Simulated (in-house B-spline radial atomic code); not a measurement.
## Ne4+: [He] 2s2 (2p3/2)1 (4d5/2)1 (an excited or competing configuration)

Level of theory: Dirac-Hartree-Fock, average of the jj configuration, Fermi nucleus of rms radius 3.0055 fm; calculated with an all-electron radial atomic-structure program (B-spline basis).

Screening seen three ways: the hydrogenic charge with the same mean radius, Z_r = [3n² - l(l+1)]/(2<r>), the one with the same energy, Z_e = n√(-2ε), and Slater's rules. Values are occupation-weighted means over j.

```tsv
shell	electrons	ε (eV)	<r> (bohr)	Z_r	Z_e	Slater
1s	2	-1048.6	0.1564	9.59	8.78	9.70
2s	2	-164.2	0.7384	8.13	6.95	7.60
2p	1	-149.73	0.6636	7.53	6.63	7.60
4d	1	-22.018	4.02	5.22	5.09	5.00
```

The least bound orbital is 4d5/2 at -22.02 eV, and it is also the most diffuse (<r> = 4.02 bohr).

For the 1s electron the small component carries 0.124 % of the norm, the zero-frequency Breit interaction raises the level by 0.3556 eV, self-energy by 0.1455 eV, and vacuum polarisation lowers it by 0.007791 eV.
